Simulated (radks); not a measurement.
Problem. The molybdenum ion Mo+, 41 electrons, occupied as [Kr] 4d5 (the NIST ground configuration). All-electron calculation, scalar-relativistic Kohn-Sham, LB94 model potential, spin-polarised, spherical densities, finite nucleus; open shells are filled with parallel spins first (spin-orbit coupling, left out, can overturn this in heavy ions); Fermi nuclear charge, rms radius 4.4091 fm. Program: a radial shooting solver on a logarithmic mesh with Libxc functionals. Some entries of the table are withheld. Estimate them.

orbital,occ.,eigenvalue (eV),<r^2> (bohr^2)
1s down,1,-19948.73,0.001662
1s up,1,-19948.71,0.001662
2s up,1,-2840.511,0.02769
2s down,1,-2840.451,0.02769
2p up,3,-2545.080,0.02177
2p down,3,-2545.069,0.02176
3s up,1,-497.9071,0.2106
3s down,1,-497.6597,0.2109
3p up,3,-400.7498,0.2150
3p down,3,-400.5147,0.2155
3d up,5,-242.1847,0.2049
3d down,5,-241.9166,0.2056
4s up,1,-77.3377,1.388
4s down,1,-77.2902,1.378
4p up,3,-51.4983,1.766
4p down,3,-51.2799,1.753
4d up,5,(1),4.103
4d down,0,(2),4.214

Solution. 
(1) 4d up eigenvalue (eV): -16.7721
(2) 4d down eigenvalue (eV): -16.4269
